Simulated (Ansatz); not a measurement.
Reactions of `[CH3][Sn][F]`.

Gas-phase electronic energies from Ansatz, PBE0-D4/def2-TZVP geometries. CBS: MP2 limit from def2 TZ/QZ plus the TZ coupled-cluster correction, frozen cores. This one scheme is used for every species. Functionals use def2-TZVPP. Elements past krypton have def2 core potentials. For Br, Sn outer-core shells are correlated without core-valence functions, which leaves a few kJ/mol of doubt a bond. Scalar relativity is left out up to krypton. One conformer a species, not always the lowest.

```
                                                       reaction  HF/CBS(def2) (kJ/mol)  RPA@PBE/def2-TZVPP (kJ/mol)  r2SCAN-D4 (kJ/mol)  CCSD(T)/CBS(def2) (kJ/mol)
                `[CH3][Sn][F]` + `CC` → `C[CH2][Sn][CH3]` + H–F                    171                          135                 156                         140
                     `[CH3][Sn][F]` + HBr → `[F][Sn][Br]` + CH₄                   -198                         -171                -195                        -186
                     `[CH3][Sn][F]` + H₂O → `[OH][Sn][F]` + CH₄                   -107                         -103                -115                        -105
`[CH3][Sn][F]` + `CO[SiH](C)F` → `C[O][Sn][CH3]` + `C[SiH](F)F`                     10                           -7                  -1                          -4
```

Largest T1 diagnostic: 0.018, for `[OH][Sn][F]`.
